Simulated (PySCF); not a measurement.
COS, charge +1, doublet, geometry from GFN2-xTB (a state made from the parent by changing its charge; the spin is typed, not shown lowest); B3LYP/def2-SV(P) (PySCF).

Here is a job for PySCF.
```python
from pyscf import gto, scf, dft

mol = gto.Mole()
mol.atom = '''
    O    -0.00000000   -0.00000000   -1.68366881
    C    -0.00000000   -0.00000000   -0.55245407
    S     0.00000000    0.00000000    1.04900468
'''
mol.basis = 'def2-sv(p)'
mol.charge = 1
mol.spin = 1
mol.verbose = 4
mol.build()

mf = dft.UKS(mol)
mf.xc = 'b3lyp'
mf.kernel()
```

Output, abridged:

```
PySCF version 2.14.0

[INPUT] verbose = 4
[INPUT] num. atoms = 3
[INPUT] num. electrons = 29
[INPUT] charge = 1
[INPUT] spin (= nelec alpha-beta = 2S) = 1
[INPUT] symmetry False subgroup None
[INPUT] Mole.unit = angstrom
[INPUT] Symbol           X                Y                Z      unit          X                Y                Z       unit  Magmom
[INPUT]  1 O      0.000000000000   0.000000000000  -1.683668810000 AA    0.000000000000   0.000000000000  -3.181672935372 Bohr   0.0
[INPUT]  2 C      0.000000000000   0.000000000000  -0.552454070000 AA    0.000000000000   0.000000000000  -1.043986888701 Bohr   0.0
[INPUT]  3 S      0.000000000000   0.000000000000   1.049004680000 AA    0.000000000000   0.000000000000   1.982331548587 Bohr   0.0

nuclear repulsion = 78.9628626377604
number of shells = 20
number of NR pGTOs = 84
number of NR cGTOs = 46
basis = def2-sv(p)
ecp = {}

******** <class 'pyscf.dft.uks.UKS'> ********
method = UKS
initial guess = minao
damping factor = 0
level_shift factor = 0
DIIS = <class 'pyscf.scf.diis.CDIIS'>
diis_start_cycle = 1
diis_space = 8
diis_damp = 0
SCF conv_tol = 1e-09
SCF conv_tol_grad = None
SCF max_cycles = 50
direct_scf = True
direct_scf_tol = 1e-13
number electrons alpha = 15  beta = 14
XC library pyscf.dft.libxc version 7.1.2
    S. Lehtola, C. Steigemann, M. J. T. Oliveira, and M. A. L. Marques,  SoftwareX 7, 1–5 (2018)
XC functionals = b3lyp
    P. J. Stephens, F. J. Devlin, C. F. Chabalowski, and M. J. Frisch,  J. Phys. Chem. 98, 11623 (1994)
radial grids:
    Treutler-Ahlrichs [JCP 102, 346 (1995); DOI:10.1063/1.469408] (M4) radial grids

becke partition: Becke, JCP 88, 2547 (1988); DOI:10.1063/1.454033
pruning grids: <function nwchem_prune>
grids dens level: 3
symmetrized grids: False
atomic radii adjust function: <function treutler_atomic_radii_adjust>
small_rho_cutoff = 0
Set gradient conv threshold to 3.16228e-05
tot grids = 47080
init E= -511.762424883339

cycle= 1 E= -510.81024365601  delta_E= 0.952  |g|= 0.512  |ddm|= 1.66
cycle= 2 E= -509.992665178834  delta_E= 0.818  |g|= 1.48  |ddm|= 1.25
cycle= 3 E= -510.927941495616  delta_E= -0.935  |g|= 0.093  |ddm|= 0.935
cycle= 4 E= -510.929960585701  delta_E= -0.00202  |g|= 0.0734  |ddm|= 0.172
cycle= 5 E= -510.933298450178  delta_E= -0.00334  |g|= 0.0112  |ddm|= 0.0913
cycle= 6 E= -510.933389612315  delta_E= -9.12e-05  |g|= 0.00439  |ddm|= 0.0157
cycle= 7 E= -510.933419444756  delta_E= -2.98e-05  |g|= 0.00121  |ddm|= 0.00905
cycle= 8 E= -510.93342378076  delta_E= -4.34e-06  |g|= 0.000409  |ddm|= 0.00395
cycle= 9 E= -510.933424174232  delta_E= -3.93e-07  |g|= 0.00018  |ddm|= 0.00142
cycle= 10 E= -510.933424208198  delta_E= -3.4e-08  |g|= 2.18e-05  |ddm|= 0.000381
cycle= 11 E= -510.933424209427  delta_E= -1.23e-09  |g|= 6.7e-06  |ddm|= 8.3e-05
cycle= 12 E= -510.933424209549  delta_E= -1.22e-10  |g|= 3.01e-06  |ddm|= 2.71e-05
Extra cycle  E= -510.933424209538  delta_E= 1.09e-11  |g|= 6.99e-06  |ddm|= 6.7e-06
converged SCF energy = -510.933424209538  <S^2> = 0.75852021  2S+1 = 2.0085021
```
